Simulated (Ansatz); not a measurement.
Two isomers of C2HFSe: A = `FC#C[SeH]`, B = `FC1=C[Se]1`.

Isolated molecules relaxed with PBE0-D4/def2-TZVP in Ansatz; ΔE leaves out vibrations. CCSD(T)/CBS adds triple-zeta CCSD(T) − MP2 to the extrapolated MP2 energy (def2 sets, frozen cores). DFT in def2-TZVPP. B3LYP here is the variant with VWN-RPA as its local correlation; programs differ in this. For Se outer-core shells are correlated without core-valence functions, which leaves a few kJ/mol of doubt a bond. Scalar relativity is left out up to krypton. One conformer a species, not always the lowest.

A:

```xyz
5

F    -1.842    0.680    1.585
C    -0.872    0.266    0.876
C     0.038   -0.116    0.197
Se    1.471   -0.790   -0.711
H     1.205   -0.039   -1.948
```

B:

```xyz
5

F     1.1321    0.2688    1.4545
C     0.4475    0.1570    0.3613
C    -0.6191   -0.2976   -0.1651
Se    0.6021    0.6794   -1.4734
H    -1.5626   -0.8077   -0.1772
```

(1) Which isomer does CCSD(T)/CBS put lower? Give the gap. (Best estimate.)

(2) Give E(B) − E(A) in kJ/mol with BLYP-D4, CCSD(T)/def2-SVP, CCSD(T)/def2-TZVPP, CCSD/def2-TZVPP, MP2/def2-TZVPP, B3LYP, B3LYP-D4. (Estimate.)

(3) Does the order hold for the free energy at 298.15 K (harmonic terms from PBE0-D4)? (Best estimate.)

Largest T1 diagnostic: 0.012.

## Answers

(1) Ansatz gave: A, by 1.9 kJ/mol. So small a gap doesn't settle the order.

(2) Ansatz gave: BLYP-D4 -0.8, CCSD(T)/def2-SVP 21.5, CCSD(T)/def2-TZVPP 6.4, CCSD/def2-TZVPP 13.5, MP2/def2-TZVPP 3.8, B3LYP 5.7, B3LYP-D4 3.9. The order is the other way round with BLYP-D4.

(3) The calculation gave: Yes: G(B) − G(A) = +8.9 kJ/mol, for one conformer each.

Leaving LDA and LC-ωPBE aside and taking each functional with its dispersion term where it has one, the values, not all of them listed here, spread over 25.1 kJ/mol, from revPBE-D4 to BHLYP-D4. At CCSD(T), def2-SVP lies +19.6 kJ/mol from the extrapolated value and def2-TZVPP +4.5 kJ/mol.
